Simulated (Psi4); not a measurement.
C5H4N (SMILES [c]1cccnc1), doublet, geometry from GFN2-xTB, atoms displaced at random by about 0.002 Å a coordinate; PBE/6-31G* (Psi4).

Here is a job for Psi4.
```
memory 2 GB

molecule mol {
0 2
  N    -0.021533   -0.056567    1.346974
  C     0.017296   -0.059652   -1.396251
  C    -0.007628    1.077854    0.678538
  C    -0.007411   -1.213592    0.702185
  C     0.005952   -1.216844   -0.668582
  C     0.012710    1.154955   -0.707087
  H     0.027603   -0.069649   -2.475093
  H    -0.008586    1.975018    1.284477
  H    -0.018696   -2.105298    1.312879
  H     0.018233    2.104070   -1.225025
}

set basis 6-31g*
set reference uks

energy('pbe')
print_variables()
```

Problem. Predict the main parts of the log of this Psi4 run.

Solution. 
```
   => Loading Basis Set <=

    Name: 6-31G*
    Role: ORBITAL
    Keyword: BASIS

         ---------------------------------------------------------
                                   SCF
               by Justin Turney, Rob Parrish, Andy Simmonett
                          and Daniel G. A. Smith
                              UKS Reference
         ---------------------------------------------------------

  ==> Geometry <==

    Molecular point group: c1
    Full point group: C1

    Geometry (in Angstrom), charge = 0, multiplicity = 2:

       Center              X                  Y                   Z               Mass
    ------------   -----------------  -----------------  -----------------  -----------------
         N           -0.021125474378    -0.031444495408     1.333441227199    14.003074004430
         C            0.017703525622    -0.034529495408    -1.409783772801    12.000000000000
         C           -0.007220474378     1.102976504592     0.665005227199    12.000000000000
         C           -0.007003474378    -1.188469495408     0.688652227199    12.000000000000
         C            0.006359525622    -1.191721495408    -0.682114772801    12.000000000000
         C            0.013117525622     1.180077504592    -0.720619772801    12.000000000000
         H            0.028010525622    -0.044526495408    -2.488625772801     1.007825032230
         H           -0.008178474378     2.000140504592     1.270944227199     1.007825032230
         H           -0.018288474378    -2.080175495408     1.299346227199     1.007825032230
         H            0.018640525622     2.129192504592    -1.238557772801     1.007825032230

  Running in c1 symmetry.

  Rotational constants: A =      0.22249  B =      0.19782  C =      0.10471 [cm^-1]
  Rotational constants: A =   6670.06648  B =   5930.34563  C =   3139.26461 [MHz]
  Nuclear repulsion =  198.607358091613378

  Charge       = 0
  Multiplicity = 2
  Electrons    = 41
  Nalpha       = 21
  Nbeta        = 20

  ==> Algorithm <==

  SCF Algorithm Type is DF.
  DIIS enabled.
  MOM disabled.
  Fractional occupation disabled.
  Guess Type is SAD.
  Energy threshold   = 1.00e-06
  Density threshold  = 1.00e-06
  Integral threshold = 1.00e-12

  ==> Primary Basis <==

  Basis Set: 6-31G*
    Blend: 6-31G*
    Number of shells: 44
    Number of basis functions: 98
    Number of Cartesian functions: 98
    Spherical Harmonics?: false
    Max angular momentum: 2

  ==> DFT Potential <==

   => LibXC <=

    Version 7.1.2
    S. Lehtola, C. Steigemann, M. J. T. Oliveira, and M. A. L. Marques,  SoftwareX 7, 1–5 (2018) (10.1016/j.softx.2017.11.002)

   => Composite Functional: PBE <=

    PBE GGA Exchange-Correlation Functional

    J.P. Perdew et. al., Phys. Rev. Lett., 77(18), 3865-3868, 1996

    Deriv               =              1
    GGA                 =           TRUE
    Meta                =          FALSE

    Exchange Hybrid     =          FALSE
    MP2 Hybrid          =          FALSE

   => Exchange Functionals <=

    1.0000     XC_GGA_X_PBE

   => Correlation Functionals <=

    1.0000     XC_GGA_C_PBE

   => LibXC Density Thresholds  <==

    XC_GGA_C_PBE:  1.00E-12
    XC_GGA_X_PBE:  1.00E-15

   => Molecular Quadrature <=

    Radial Scheme          =       TREUTLER
    Pruning Scheme         =           NONE
    Nuclear Scheme         =       TREUTLER

    Blocking Scheme        =         OCTREE
    BS radius alpha        =              1
    Pruning alpha          =              1
    Radial Points          =             75
    Spherical Points       =            302
    Total Points           =         210500
    Total Blocks           =           1603
    Max Points             =            256
    Max Functions          =             98
    Weights Tolerance      =       1.00E-15

   => Loading Basis Set <=

    Name: (6-31G* AUX)
    Role: JKFIT
    Keyword: DF_BASIS_SCF

  ==> Integral Setup <==

  SCF_SUBTYPE=INCORE selected. In-core MEM_DF algorithm will be used.
  Using in-core AOs.

  ==> MemDFJK: Density-Fitted J/K Matrices <==

    J tasked:                   Yes
    K tasked:                    No
    wK tasked:                   No
    Algorithm:                 Core
    Schwarz Cutoff:           1E-12
    Mask sparsity (%):       0.2499
    Fitting Condition:        1E-10

   => Auxiliary Basis Set <=

  Basis Set: (6-31G* AUX)
    Blend: CC-PVDZ-JKFIT
    Number of shells: 180
    Number of basis functions: 586
    Number of Cartesian functions: 586
    Spherical Harmonics?: false
    Max angular momentum: 3

  Minimum eigenvalue in the overlap matrix is 1.0445682853E-03.
  Reciprocal condition number of the overlap matrix is 1.3645808971E-04.
    Using symmetric orthogonalization.

  ==> Pre-Iterations <==

  SCF Guess: Superposition of Atomic Densities via on-the-fly atomic UHF (no occupation information).

   -------------------------
    Irrep   Nso     Nmo
   -------------------------
     A         98      98
   -------------------------
    Total      98      98
   -------------------------

  ==> Iterations <==

                           Total Energy        Delta E     RMS |[F,P]|

   @DF-UKS iter SAD:  -247.03446373980208   -2.47034e+02   0.00000e+00
   @DF-UKS iter   1:  -246.94484566454332    8.96181e-02   7.96652e-03 DIIS/ADIIS
   @DF-UKS iter   2:  -246.57379269560369    3.71053e-01   1.16183e-02 DIIS/ADIIS
   @DF-UKS iter   3:  -247.13841244762233   -5.64620e-01   5.16712e-03 DIIS/ADIIS
   @DF-UKS iter   4:  -247.27868082834235   -1.40268e-01   1.04212e-03 DIIS/ADIIS
   @DF-UKS iter   5:  -247.28197050788697   -3.28968e-03   6.54696e-04 DIIS/ADIIS
   @DF-UKS iter   6:  -247.28399095328740   -2.02045e-03   2.38110e-04 DIIS/ADIIS
   @DF-UKS iter   7:  -247.28424769047444   -2.56737e-04   1.05414e-04 DIIS/ADIIS
   @DF-UKS iter   8:  -247.28430643863322   -5.87482e-05   1.97962e-05 DIIS
   @DF-UKS iter   9:  -247.28430891783208   -2.47920e-06   8.62154e-06 DIIS
   @DF-UKS iter  10:  -247.28430924718648   -3.29354e-07   5.24846e-06 DIIS
   @DF-UKS iter  11:  -247.28430945718031   -2.09994e-07   1.00580e-06 DIIS
   @DF-UKS iter  12:  -247.28430947370103   -1.65207e-08   5.86004e-07 DIIS
  Energy and wave function converged.

  ==> Post-Iterations <==

   Electrons on quadrature grid:
      Nalpha   =   20.9999748578 ; deviation = -2.514e-05
      Nbeta    =   19.9999745298 ; deviation = -2.547e-05
      Ntotal   =   40.9999493877 ; deviation = -5.061e-05

   @Spin Contamination Metric:   5.531081966E-03
   @S^2 Expected:                7.500000000E-01
   @S^2 Observed:                7.555310820E-01
   @S   Expected:                5.000000000E-01
   @S   Observed:                5.000000000E-01

    Orbital Energies [Eh]
    ---------------------

    Alpha Occupied:

[...]
    Alpha Virtual:

[...]
    Beta Occupied:

[...]
    Beta Virtual:

[...]
    Final Occupation by Irrep:
              A
    DOCC [    20 ]
    SOCC [     1 ]
    NA   [    21 ]
    NB   [    20 ]

  @DF-UKS Final Energy:  -247.28430947370103

   => Energetics <=

    Nuclear Repulsion Energy =            198.6073580916133778
    One-Electron Energy =                -725.9942613567252465
    Two-Electron Energy =                 315.2732683843540826
    DFT Exchange-Correlation Energy =     -35.1706745929432500
    Empirical Dispersion Energy =           0.0000000000000000
    VV10 Nonlocal Energy =                  0.0000000000000000
    Total Energy =                       -247.2843094737010290

  UHF NO Occupations:
  HONO-2 :   19  A 1.9994621
  HONO-1 :   20  A 1.9981809
  HONO-0 :   21  A 1.0000000
  LUNO+0 :   22  A 0.0018191
  LUNO+1 :   23  A 0.0005379
  LUNO+2 :   24  A 0.0001350
  LUNO+3 :   25  A 0.0000993

Computation Completed

Properties will be evaluated at   0.000000,   0.000000,   0.000000 [a0]

Properties computed using the SCF density matrix

 Multipole Moments:

 ------------------------------------------------------------------------------------
     Multipole            Electronic (a.u.)      Nuclear  (a.u.)        Total (a.u.)
 ------------------------------------------------------------------------------------

 L = 1.  Multiply by 2.5417464519 to convert [e a0] to [Debye]
 Dipole X            :         -0.0093660            0.0189833            0.0096174
 Dipole Y            :         -1.4799386            1.8793717            0.3994331
 Dipole Z            :          0.5550054           -1.0884250           -0.5334195
 Magnitude           :                                                    0.6664651

 ------------------------------------------------------------------------------------

  Variable Map:
  ----------------------------------------------------------------------------
[...]
  Array Variable Map:
  ----------------------------------------------------------------------------
[...]
[...]
```
